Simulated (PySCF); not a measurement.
PySCF input file for FH3Si2, SMILES F[Si][SiH3] (connectivity only; charge and spin as stated), neutral, multiplicity 1, B3LYP-D3(BJ)/def2-TZVP. Geometry optimised at B3LYP-D3(BJ)/def2-TZVP.

```python
import numpy as np
from pyscf import gto, scf, dft, df
from pyscf.hessian import thermo

mol = gto.M(
    atom='''
    Si    0.68000690   -0.87485145   -0.00000000
    F    -0.80252704   -1.54338216    0.00000000
    Si   -0.10281622    1.45001126   -0.00000000
    H    -0.93872287    1.70657077    1.20446700
    H    -0.93872288    1.70657077   -1.20446699
    H     1.01951953    2.42506057    0.00000000
    ''',
    basis='def2-TZVP',
    charge=0,
    spin=0,
    max_memory=1600,
    verbose=3,
)
mf = dft.RKS(mol, xc='b3lyp').density_fit(auxbasis='def2-universal-jkfit')
mf.disp = 'd3bj'
mf.grids.level = 3
mf.conv_tol = 1e-11
mf.max_cycle = 100
mf.kernel()

# [left out here: the lines that compute and print the analytic Hessian (its translational invariance restored by hand, since the grid's response is missing), thermochemistry and intensities]
```

Program output:

```
converged SCF energy = -680.741366490743

WARN: DFTD3 does not support analytical Hessian, using finite difference


WARN: Mole.unit (angstrom) is changed to Bohr

Mode                                 0                   1                   2
Irrep
Freq [cm^-1]                       38.9684            163.3510            318.9802
Reduced mass [au]                   1.2153              4.3418              1.1021
Force const [Dyne/A]                0.0011              0.0683              0.0661
Char temp [K]                      56.0668            235.0258            458.9414
Normal mode                   x     y     z       x     y     z       x     y     z
       0  Si                -0.00  0.00 -0.05   -0.06  0.02  0.00    0.00  0.00 -0.02
       1   F                 0.00 -0.00  0.07    0.03 -0.16 -0.00   -0.00  0.00 -0.01
       2  Si                 0.00  0.00  0.01    0.02  0.08  0.00   -0.00 -0.00  0.05
       3   H                -0.45 -0.09 -0.29    0.08  0.25  0.00   -0.15  0.58 -0.18
       4   H                 0.45  0.09 -0.29    0.08  0.25 -0.00    0.15 -0.58 -0.18
       5   H                 0.00 -0.00  0.47    0.21 -0.13 -0.00    0.00 -0.00 -0.36
Mode                                 3                   4                   5
Irrep
Freq [cm^-1]                      361.7923            475.5671            809.4954
Reduced mass [au]                   5.0596              1.5276              8.7291
Force const [Dyne/A]                0.3902              0.2036              3.3701
Char temp [K]                     520.5386            684.2352           1164.6836
Normal mode                   x     y     z       x     y     z       x     y     z
       0  Si                -0.04  0.12  0.00    0.05 -0.05  0.00    0.11  0.04  0.00
       1   F                 0.01  0.00  0.00    0.01  0.06 -0.00   -0.15 -0.07 -0.00
       2  Si                 0.02 -0.11 -0.00   -0.07 -0.00 -0.00   -0.01  0.02  0.00
       3   H                 0.08  0.03  0.01    0.08  0.39  0.01    0.07 -0.12  0.07
       4   H                 0.08  0.03 -0.01    0.08  0.39 -0.01    0.07 -0.12 -0.07
       5   H                 0.21 -0.33  0.00    0.34 -0.45 -0.00    0.10 -0.11 -0.00
Mode                                 6                   7                   8
Irrep
Freq [cm^-1]                      864.6844            934.4349            945.0494
Reduced mass [au]                   1.2073              1.0366              1.0351
Force const [Dyne/A]                0.5318              0.5333              0.5447
Char temp [K]                    1244.0884           1344.4438           1359.7157
Normal mode                   x     y     z       x     y     z       x     y     z
       0  Si                 0.03  0.02  0.00    0.01  0.00 -0.00   -0.00 -0.00 -0.00
       1   F                -0.05 -0.02 -0.00   -0.01 -0.00  0.00    0.00  0.00  0.00
       2  Si                 0.02 -0.05 -0.00    0.03  0.02 -0.00   -0.00 -0.00 -0.03
       3   H                -0.12  0.48 -0.19   -0.53 -0.09 -0.36    0.26  0.36  0.08
       4   H                -0.12  0.48  0.19   -0.53 -0.09  0.36   -0.26 -0.36  0.08
       5   H                -0.34  0.39  0.00    0.26 -0.26  0.00   -0.00  0.00  0.74
Mode                                 9                  10                  11
Irrep
Freq [cm^-1]                     2177.9141           2191.4811           2200.2272
Reduced mass [au]                   1.0214              1.0511              1.0490
Force const [Dyne/A]                2.8545              2.9741              2.9921
Char temp [K]                    3133.5335           3153.0533           3165.6370
Normal mode                   x     y     z       x     y     z       x     y     z
       0  Si                -0.00 -0.00 -0.00    0.00  0.00  0.00   -0.00  0.00 -0.00
       1   F                 0.00  0.00  0.00   -0.00 -0.00 -0.00    0.00 -0.00  0.00
       2  Si                -0.02  0.01  0.00    0.00 -0.00  0.04   -0.03 -0.02 -0.00
       3   H                 0.36 -0.10 -0.54    0.39 -0.12 -0.55    0.13 -0.05 -0.19
       4   H                 0.36 -0.10  0.54   -0.39  0.12 -0.55    0.13 -0.05  0.19
       5   H                -0.27 -0.21  0.00    0.00  0.00  0.01    0.69  0.60 -0.00
temperature 298.1500 [K]
pressure 101325.00 [Pa]
Rotational constants [GHz] 16.17997 3.61298 3.05801
Symmetry number 1
Zero-point energy (ZPE) 0.02616 [Eh]   68677.285 [J/mol]
                           tot       elec      trans        rot        vib
Entropy [J/mol/K]       316.139      0.000    163.112    104.602     48.425
Cv [J/mol/K]             68.707      0.000     12.472     12.472     43.763
Cp [J/mol/K]             77.021      0.000     20.786     12.472     43.763
Internal energy [J/mol]                      3718.434   3718.434  75760.512
Internal energy [Eh]   -680.70968  -680.74137
Enthalpy [J/mol]                             6197.391   3718.434  75760.512
Enthalpy [Eh]          -680.70873
Gibbs free energy [J/mol]                  -42434.473 -27468.799  61322.630
Gibbs free energy [Eh] -680.74463
static polarisability / bohr^3: [[ 54.735 -10.703  -0.   ]
 [-10.729  81.992   0.   ]
 [ -0.      0.     49.86 ]]
largest difference of analytic and finite-field dipole derivatives / e: 0.001893417711493317
mode   freq/cm-1   IR/(km/mol)   Raman/(A^4/amu)   depolarisation
   1       38.97         0.106             0.370            0.750
   2      163.35         4.228             1.123            0.338
   3      318.98        27.367             4.560            0.750
   4      361.79        31.373            41.916            0.280
   5      475.57        45.726             7.011            0.597
   6      809.50       148.379             4.082            0.726
   7      864.68       195.162             7.197            0.248
   8      934.43        45.511            19.354            0.743
   9      945.05        39.500            16.879            0.750
  10     2177.91        65.724           270.656            0.014
  11     2191.48        95.414           112.228            0.750
  12     2200.23       111.928           114.123            0.629
max |gradient| / (hartree/bohr): 0.00012201782868525397
APT charges: [ 0.6721 -0.535   0.6284 -0.2574 -0.2574 -0.2506]
```

The calculation finished and met its thresholds.
